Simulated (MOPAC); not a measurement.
MOPAC input (MNDO):

```
MNDO 1SCF UHF MS=0.5 GEO-OK AUX(PRECISION=9) THREADS=1
HSe

Se   -0.00000000 1   -0.00000000 1   -0.04214025 1
H     0.00000000 1    0.00000000 1    1.43276842 1
```

Output:

```
 *******************************************************************************
 **                                                                           **
 **                              MOPAC v23.2.5                                **
 **                                                                           **
 *******************************************************************************
 ** MOPAC's Digital Object Identifier: https://doi.org/10.5281/zenodo.6511958 **
 **                                                                           **
 ** Please cite the open-source release paper for use of this MOPAC version:  **
 ** J. E. Moussa and J. J. P. Stewart (2026)                                  **
 ** MOPAC: An open-source semiempirical molecular orbital program             **
 ** J. Open Source Softw., 11(119), 8025, https://doi.org/10.21105/joss.08025 **
 *******************************************************************************

                              MNDO CALCULATION RESULTS

 *******************************************************************************
 *  MNDO       - The MNDO Hamiltonian to be used
 *  GEO-OK     - OVERRIDE INTERATOMIC DISTANCE AND OTHER SAFETY CHECKS
 *  UHF        - UNRESTRICTED HARTREE-FOCK CALCULATION
 *  MS=        - IN MECI, MAGNETIC COMPONENT OF SPIN =  0.5
 *  1SCF       - DO 1 SCF AND THEN STOP
 *  AUX        - OUTPUT AUXILIARY INFORMATION
 *******************************************************************************
MNDO 1SCF UHF MS=0.5 GEO-OK AUX(PRECISION=9) THREADS=1
 HSe

   ATOM   CHEMICAL          X               Y               Z
  NUMBER   SYMBOL      (ANGSTROMS)     (ANGSTROMS)     (ANGSTROMS)

     1      Se         -0.00000000  *  -0.00000000  *  -0.04214025  *
     2       H          0.00000000  *   0.00000000  *   1.43276842  *

          CARTESIAN COORDINATES

    NO.       ATOM           X           Y           Z

     1        Se         -0.0000     -0.0000     -0.0421
     2         H          0.0000      0.0000      1.4328

  H: (MNDO): M.J.S. DEWAR, W. THIEL, J. AM. CHEM. SOC., 99, 4899, (1977)
 Se: (MNDO): J. J. P. STEWART, J. MOL. MOD., 10, 155-164 (2004)

           Empirical Formula: H Se  =     2 atoms

      MOLECULAR POINT GROUP   :   C*v

          UHF CALCULATION, NO. OF ALPHA ELECTRONS =    4
                           NO. OF BETA  ELECTRONS =    3

 -------------------------------------------------------------------------------
 MNDO 1SCF UHF MS=0.5 GEO-OK AUX(PRECISION=9) THREADS=1
 HSe

     1SCF WAS SPECIFIED, SO BFGS WAS NOT USED
     SCF FIELD WAS ACHIEVED

                              MNDO CALCULATION
                                                       MOPAC v23.2.5 Linux

          FINAL HEAT OF FORMATION =         37.45324 KCAL/MOL =     156.70435 KJ/MOL

          COSMO AREA              =         63.44 SQUARE ANGSTROMS
          COSMO VOLUME            =         47.11 CUBIC ANGSTROMS

          IONIZATION POTENTIAL    =          8.578406 EV
          ALPHA SOMO LUMO (EV)    =         -9.204  0.340
          BETA  SOMO LUMO (EV)    =         -8.578 -2.974
          NO. OF ALPHA ELECTRONS  =          4
          NO. OF BETA  ELECTRONS  =          3
          MOLECULAR WEIGHT        =         79.9679         POINT GROUP:  C*v

          MOLECULAR DIMENSIONS (Angstroms)

            Atom       Atom       Distance
            H     2   Se     1     1.47491
            H     2   Se     1     0.00000
           Se     1    H     2     0.00000

          SCF CALCULATIONS        =          1

   ATOM   CHEMICAL          X               Y               Z
  NUMBER   SYMBOL      (ANGSTROMS)     (ANGSTROMS)     (ANGSTROMS)

     1      Se         -0.00000000  *  -0.00000000  *  -0.04214025  *
     2       H          0.00000000  *   0.00000000  *   1.43276842  *

                             CARTESIAN COORDINATES

   1   Se       -0.000000000    -0.000000000    -0.042140250
   2    H        0.000000000     0.000000000     1.432768420

           Empirical Formula: H Se  =     2 atoms

      MOLECULAR POINT GROUP   :   C*v

          ALPHA EIGENVALUES
 -20.67156 -13.45709 -10.37568  -9.20427   0.34013

           BETA EIGENVALUES
 -20.11896 -13.26562  -8.57841  -2.97438   0.44196

              NET ATOMIC CHARGES AND DIPOLE CONTRIBUTIONS

  ATOM NO.   TYPE          CHARGE      No. of ELECS.   s-Pop       p-Pop
    1         Se           0.015686        5.9843     1.97157     4.01274
    2          H          -0.015686        1.0157     1.01569
 DIPOLE           X         Y         Z       TOTAL
 POINT-CHG.     0.000     0.000    -0.111     0.111
 HYBRID        -0.000    -0.000     0.591     0.591
 SUM           -0.000    -0.000     0.480     0.480

          ATOMIC ORBITAL ELECTRON POPULATIONS

     Atom    s        px        py        pz
    1 Se   1.97157   2.00000   1.00000   1.01274
    2  H   1.01569

                    (SZ)    =    0.500000
                    (S**2)  =    0.754906

          ATOMIC ORBITAL SPIN POPULATIONS

    Atom   Total    s     px     py     pz
         Atomic
    1 Se  1.0686 -0.001 -0.000  1.000  0.070
    2  H -0.0686 -0.069

 **********************
 *                    *
 * JOB ENDED NORMALLY *
 *                    *
 **********************

 == MOPAC DONE ==
```
